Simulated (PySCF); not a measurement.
but-1-yne (C₄H₆), SMILES C#CCC. Atoms are numbered in the order given.

```xyz
10

C     -0.2629    -1.9673     0.0000
C      0.1616    -0.8327     0.0000
C      0.6455     0.5478     0.0000
C     -0.4844     1.5885     0.0000
H     -0.6329    -2.9748     0.0000
H      1.2941     0.6993     0.8810
H      1.2941     0.6993    -0.8810
H     -0.0693     2.6082     0.0000
H     -1.1227     1.4752    -0.8894
H     -1.1227     1.4752     0.8894
```

Geometry optimised at B3LYP-D3(BJ)/def2-SVP.

Method: TDA-PBE/def2-SVPD in PySCF.

Vertical excitations. Gas-phase values at a fixed geometry. State labels are in the subgroup Cs.

```
state  symmetry  energy (eV)  λ (nm)      f                                              main pairs
-----  --------  -----------  ------  -----  ------------------------------------------------------
S1           A"         6.32     196  0.001                                          HOMO→LUMO 98 %
S2           A'         6.51     191  0.036                      HOMO−1→LUMO 79 %, HOMO→LUMO+1 14 %
S3           A"         6.74     184  0.000                                      HOMO−1→LUMO+1 87 %
S4           A"         6.95     178  0.015                                        HOMO→LUMO+2 89 %
S5           A'         6.97     178  0.013                    HOMO−1→LUMO+2 64 %, HOMO→LUMO+1 36 %
S6           A"         7.51     165  0.000                                        HOMO→LUMO+3 99 %
S7           A'         7.57     164  0.022                                      HOMO−1→LUMO+3 93 %
S8           A"         7.66     162  0.030                                        HOMO→LUMO+4 99 %
S9           A'         7.71     161  0.046                                      HOMO−1→LUMO+4 97 %
S10          A"         8.28     150  0.026                                        HOMO→LUMO+5 99 %
T1           A'         5.35     232      0  HOMO→LUMO+1 44 %, HOMO−1→LUMO 37 %, HOMO−1→LUMO+2 15 %
T2           A"         5.78     214      0     HOMO→LUMO 54 %, HOMO−1→LUMO+1 34 %, HOMO→LUMO+2 9 %
T3           A'         5.81     213      0   HOMO→LUMO+1 54 %, HOMO−1→LUMO 36 %, HOMO−1→LUMO+2 9 %
T4           A"         6.40     194      0    HOMO→LUMO 45 %, HOMO−1→LUMO+1 42 %, HOMO→LUMO+2 12 %
```
Triplets are in the Tamm–Dancoff approximation.
